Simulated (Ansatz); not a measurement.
Born–Oppenheimer molecular dynamics of GeH5S (7 atoms, charge 0, multiplicity 2). It starts at the highest image of a converged band. Of that band: A vibrational analysis at the climbing image gives one clearly imaginary mode, 1177i cm⁻¹, and a faint second one (32i cm⁻¹) that may be numerical noise or a soft torsion: probably a first-order saddle point.

These are results of Ansatz, UKS BHLYP/def2-mTZVP, not measurements.

```
ensemble                      : NVE (velocity Verlet)
time step                     : 0.5 fs
steps asked                   : 200
starting velocities drawn for : 100 K
seed                          : 8410
```

Frames 5 fs apart, positions in Å, forces in eV/Å.

Velocities at 30.0 fs (Å/ps):

```
H -2.85 -8.41 8.30
S -0.65 -1.86 -2.18
Ge 0.23 0.57 0.98
H -11.48 10.46 4.85
H 0.92 9.21 -11.73
H 5.56 14.81 2.10
H 11.70 -7.89 -4.71
```

```xyz
7
Properties=species:S:1:pos:R:3:forces:R:3 time_fs=30.0 energy_less_start_eV=-0.013 T=120
H -0.581 -0.584 0.023 0.51 0.83 0.24
S -1.154 -1.548 -1.408 -0.05 -0.18 -0.25
Ge 0.268 0.674 0.746 -0.15 -0.59 0.15
H -0.083 -1.136 -2.119 -0.11 -0.04 0.11
H -0.051 2.016 0.097 -0.07 -0.05 -0.09
H -0.080 0.692 2.235 -0.12 0.03 -0.02
H 1.758 0.350 0.631 -0.01 0.00 -0.14
7
Properties=species:S:1:pos:R:3:forces:R:3 time_fs=35.0 energy_less_start_eV=-0.083 T=228
H -0.537 -0.527 0.096 0.19 0.48 0.21
S -1.158 -1.558 -1.419 -0.44 -0.40 -0.13
Ge 0.269 0.677 0.751 0.48 0.12 -0.02
H -0.121 -1.075 -2.103 0.26 0.11 -0.17
H -0.047 2.024 0.044 0.06 -0.48 0.16
H -0.065 0.767 2.242 -0.06 0.00 -0.06
H 1.779 0.321 0.596 -0.48 0.17 0.00
7
Properties=species:S:1:pos:R:3:forces:R:3 time_fs=40.0 energy_less_start_eV=-0.024 T=138
H -0.484 -0.407 0.190 -1.17 -1.45 -0.63
S -1.165 -1.571 -1.432 0.19 -0.08 -0.57
Ge 0.272 0.680 0.756 0.93 1.39 1.16
H -0.127 -1.002 -2.109 -0.37 -0.22 0.21
H -0.037 1.949 0.014 -0.12 0.41 -0.22
H -0.062 0.844 2.237 0.03 -0.01 0.01
H 1.720 0.325 0.559 0.51 -0.03 0.04
7
Properties=species:S:1:pos:R:3:forces:R:3 time_fs=45.0 energy_less_start_eV=-0.118 T=283
H -0.620 -0.510 0.194 0.43 0.56 0.33
S -1.171 -1.585 -1.448 -0.44 -0.41 -0.02
Ge 0.277 0.686 0.764 -0.32 -0.25 -0.29
H -0.185 -0.962 -2.086 0.31 0.18 -0.22
H -0.048 1.937 -0.052 -0.03 -0.01 0.03
H -0.054 0.916 2.234 0.06 -0.04 0.06
H 1.743 0.326 0.532 0.01 -0.04 0.11
7
Properties=species:S:1:pos:R:3:forces:R:3 time_fs=50.0 energy_less_start_eV=-0.070 T=208
H -0.688 -0.528 0.253 0.83 0.89 0.42
S -1.180 -1.602 -1.465 0.09 -0.02 -0.29
Ge 0.282 0.692 0.772 -0.45 -0.33 -0.67
H -0.205 -0.899 -2.092 -0.21 -0.16 0.11
H -0.066 1.927 -0.112 0.11 -0.38 0.32
H -0.032 0.980 2.241 0.09 -0.03 -0.04
H 1.771 0.318 0.532 -0.47 0.03 0.16
7
Properties=species:S:1:pos:R:3:forces:R:3 time_fs=55.0 energy_less_start_eV=-0.105 T=262
H -0.604 -0.388 0.394 -0.91 -1.31 -0.34
S -1.189 -1.619 -1.484 -0.07 -0.15 -0.21
Ge 0.285 0.697 0.778 0.48 1.13 0.80
H -0.254 -0.861 -2.088 -0.03 -0.03 -0.02
H -0.065 1.855 -0.114 -0.03 0.47 -0.21
H 0.011 1.038 2.241 0.09 0.06 0.00
H 1.720 0.313 0.564 0.47 -0.15 -0.03
7
Properties=species:S:1:pos:R:3:forces:R:3 time_fs=60.0 energy_less_start_eV=-0.196 T=402
H -0.662 -0.466 0.489 0.13 0.04 0.00
S -1.198 -1.637 -1.504 -0.23 -0.27 -0.06
Ge 0.290 0.705 0.786 -0.07 0.05 0.22
H -0.308 -0.827 -2.088 0.14 0.13 -0.12
H -0.066 1.861 -0.148 0.06 -0.01 0.01
H 0.074 1.108 2.242 0.01 0.08 0.02
H 1.744 0.278 0.594 -0.04 -0.02 -0.07
7
Properties=species:S:1:pos:R:3:forces:R:3 time_fs=65.0 energy_less_start_eV=-0.092 T=244
H -0.716 -0.565 0.569 0.95 1.25 0.14
S -1.208 -1.657 -1.525 0.20 0.16 -0.30
Ge 0.294 0.714 0.794 -0.44 -0.83 -0.04
H -0.344 -0.779 -2.106 -0.27 -0.28 0.17
H -0.055 1.871 -0.181 0.09 -0.42 0.23
H 0.141 1.195 2.244 -0.06 -0.01 -0.12
H 1.763 0.240 0.607 -0.48 0.13 -0.08
7
Properties=species:S:1:pos:R:3:forces:R:3 time_fs=70.0 energy_less_start_eV=-0.159 T=345
H -0.596 -0.432 0.674 -0.93 -0.96 -0.16
S -1.218 -1.677 -1.548 -0.33 -0.40 0.09
Ge 0.297 0.721 0.803 0.69 0.83 0.83
H -0.419 -0.770 -2.102 0.27 0.30 -0.21
H -0.029 1.806 -0.180 -0.14 0.30 -0.38
H 0.195 1.282 2.223 -0.05 0.02 -0.02
H 1.702 0.224 0.600 0.48 -0.08 -0.15
7
Properties=species:S:1:pos:R:3:forces:R:3 time_fs=75.0 energy_less_start_eV=-0.224 T=445
H -0.638 -0.458 0.753 -0.25 -0.09 -0.04
S -1.229 -1.698 -1.571 0.17 0.19 -0.23
Ge 0.303 0.729 0.815 0.42 0.19 0.09
H -0.461 -0.723 -2.127 -0.22 -0.27 0.13
H -0.028 1.782 -0.245 -0.07 -0.10 0.00
H 0.239 1.372 2.196 -0.03 0.01 0.04
H 1.717 0.198 0.564 -0.02 0.07 0.01
7
Properties=species:S:1:pos:R:3:forces:R:3 time_fs=80.0 energy_less_start_eV=-0.119 T=285
H -0.749 -0.521 0.817 1.01 1.29 0.02
S -1.240 -1.719 -1.595 -0.09 -0.15 -0.01
Ge 0.310 0.739 0.826 -0.52 -0.92 -0.43
H -0.534 -0.714 -2.135 0.05 0.09 -0.06
H -0.045 1.742 -0.312 0.01 -0.35 0.37
H 0.275 1.461 2.176 -0.02 -0.10 -0.07
H 1.733 0.186 0.529 -0.44 0.14 0.17
7
Properties=species:S:1:pos:R:3:forces:R:3 time_fs=85.0 energy_less_start_eV=-0.198 T=406
H -0.676 -0.344 0.887 -0.72 -0.87 0.14
S -1.251 -1.741 -1.619 -0.06 -0.11 -0.01
Ge 0.315 0.746 0.837 0.35 0.76 0.15
H -0.602 -0.693 -2.152 0.03 0.07 -0.05
H -0.066 1.640 -0.315 -0.13 0.37 -0.28
H 0.308 1.533 2.143 0.04 0.00 0.01
H 1.676 0.195 0.527 0.49 -0.22 0.03
```

Of the whole run (100 fs, mean temperature of the second half 347 K): The conserved energy stayed within 0.11 meV per atom of its start (net change -0.062 meV per atom), so the integration is sound. The system heated up, since it started high on the potential surface and ran downhill. A run of 0.1 ps of so small a system gives no equilibrium averages.

Time of the run: 2.7 min on 2 threads of AMD EPYC 9R45 96-Core Processor (Zen 5), on a shared host, peak memory 0.22 GiB.
